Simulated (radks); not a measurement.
Initial-state core-level shifts of the indium ion In+ when its valence configuration changes from [Kr] 4d10 5s2. All-electron calculation, Dirac Kohn-Sham, PBE, spin-unpolarised, spherical densities, finite nucleus; open shells fill j = l - 1/2 first; Fermi nuclear charge, rms radius 4.6156 fm. Program: a radial shooting solver on a logarithmic mesh with Libxc functionals. Shifts are changes of the shell-averaged eigenvalues in eV (positive: less bound); the change of the density at the nucleus, which sets a Mossbauer isomer shift, is in e/bohr^3, on a base of 1.748e+05.

valence,1s,2s,2p,4p,density at nucleus
4d8 5s2 5p2,-14.991,-15.793,-15.743,-13.143,+34.08
4d8 5s1.5 5p2.5,-15.745,-16.529,-16.476,-13.874,+13.50
4d9.5 5s2 5p0.5,-3.681,-3.854,-3.842,-3.314,+8.04
4d9 5s2 5p1,-7.404,-7.768,-7.745,-6.606,+16.40
4d9 5s1 5p2,-8.747,-9.086,-9.059,-7.936,-20.04
4d10 5p2,-2.873,-2.802,-2.799,-2.870,-65.30
4d10 5s1.5 5p0.5,-0.749,-0.731,-0.730,-0.748,-15.45
4d10 5s1 5p1,-1.477,-1.440,-1.439,-1.474,-31.51
4d8 5p4,-17.920,-18.651,-18.593,-15.983,-51.61
